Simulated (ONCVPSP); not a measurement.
nitrogen: excitation energies, all-electron against ONCV

```
Element                 : nitrogen (N)
Generator               : ONCVPSP 4.0.1
Type                    : optimised norm-conserving Vanderbilt (ONCV)
Functional              : LDA (Perdew-Wang 92)
Relativity              : fully relativistic
Frozen core             : [He]
Valence charge          : 5
Reference configuration : 2s2 2p3
Partial waves           : 2s: rc 1.10 bohr, ncon 3, nbas 7, qcut 6.3 1/bohr, local; 2p: rc 2.60 bohr, ncon 3, nbas 6, qcut 6 1/bohr, 2 projectors, debl 2.7 Ha; d scattering state at 0.27 Ha: rc 2.20 bohr, ncon 4, nbas 8, qcut 5.1 1/bohr, 2 projectors, debl 2.5 Ha
Local potential         : the s channel
Core correction         : polynomial model core, fcfact 0.15
```

Open shells are filled in proportion to 2j + 1.

Energies are relative to the spin-unpolarised reference configuration 2s2 2p3; without spin polarisation the order of configurations can differ from experiment.

(1) Give the all-electron excitation energy and the error of the potential for: 2s2 2p2; 2s2 2p1; 2s2 2p0; 2s0 2p5.

Results:

(1)

```json
{"valence configuration": "2s2 2p2", "charge": "+1", "ΔE all-electron (eV)": "13.731", "error AE − PS (meV)": "+173"}
{"valence configuration": "2s2 2p1", "charge": "+2", "ΔE all-electron (eV)": "42.703", "error AE − PS (meV)": "+1222"}
{"valence configuration": "2s2 2p0", "charge": "+3", "ΔE all-electron (eV)": "89.873", "error AE − PS (meV)": "+4163"}
{"valence configuration": "2s0 2p5", "charge": "0", "ΔE all-electron (eV)": "22.454", "error AE − PS (meV)": "-150"}
```
